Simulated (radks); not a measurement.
All-electron atom: O2+ in [He] 2s2 2p2.

Method: scalar-relativistic Kohn-Sham, LDA (Slater exchange, Perdew-Wang correlation), spin-polarised, spherical densities, finite nucleus; open shells are filled with parallel spins first; Fermi nuclear charge, rms radius 2.6991 fm; computed with a radial shooting solver on a logarithmic mesh with Libxc functionals.

Energy parts (hartree):
total: -72.76337
kinetic: 72.59128
electron-nucleus: -165.24177
Hartree: 26.75857
exchange-correlation: -6.87146

Orbitals (lengths in bohr, moments of r in powers of bohr; <r^-3> diverges for s and p1/2; r(90%) holds 90 % of the orbital's charge):
1s up: occ. 1; eigenvalue (hartree) -20.36812; <r^2> 0.05447; <r^4> 0.007766; r(90%) 0.360
1s down: occ. 1; eigenvalue (hartree) -20.29331; <r^2> 0.05405; <r^4> 0.007633; r(90%) 0.358
2s up: occ. 1; eigenvalue (hartree) -2.19415; <r^2> 1.247; <r^4> 2.806; r(90%) 1.61
2s down: occ. 1; eigenvalue (hartree) -2.03013; <r^2> 1.315; <r^4> 3.161; r(90%) 1.65
2p up: occ. 2; eigenvalue (hartree) -1.65885; <r^2> 1.210; <r^4> 3.097; r(90%) 1.64; <r^-3> 7.435
2p down: occ. 0; eigenvalue (hartree) -1.48564; <r^2> 1.328; <r^4> 3.806; r(90%) 1.72; <r^-3> 6.955
3s up: occ. 0; eigenvalue (hartree) -0.52806; <r^2> 10.80; <r^4> 180.7; r(90%) 4.55
3s down: occ. 0; eigenvalue (hartree) -0.50316; <r^2> 11.64; <r^4> 209.5; r(90%) 4.72
3p up: occ. 0; eigenvalue (hartree) -0.41428; <r^2> 13.29; <r^4> 283.8; r(90%) 5.10; <r^-3> 1.049
3p down: occ. 0; eigenvalue (hartree) -0.39220; <r^2> 14.66; <r^4> 343.4; r(90%) 5.35; <r^-3> 0.9767
3d up: occ. 0; eigenvalue (hartree) -0.28962; <r^2> 16.06; <r^4> 463.5; r(90%) 5.80; <r^-3> 0.07811
3d down: occ. 0; eigenvalue (hartree) -0.27545; <r^2> 18.22; <r^4> 584.4; r(90%) 6.15; <r^-3> 0.06136

The highest occupied level is 2p up at -45.140 eV. The electron density at the nucleus is 320.9 e/bohr^3 (large components only). For comparison, the ionisation energy in NIST's Atomic Spectra Database is 54.936 eV (semi-empirical). In exact Kohn-Sham theory the highest level is minus the ionisation energy, but local and semilocal functionals leave it too shallow, through self-interaction and a potential that decays too fast; potentials with the right tail come closer. Spin moment in Bohr magnetons: 2. The spin density at the nucleus is -0.1023 e/bohr^3 (1s -0.7385, 2s 0.6361).
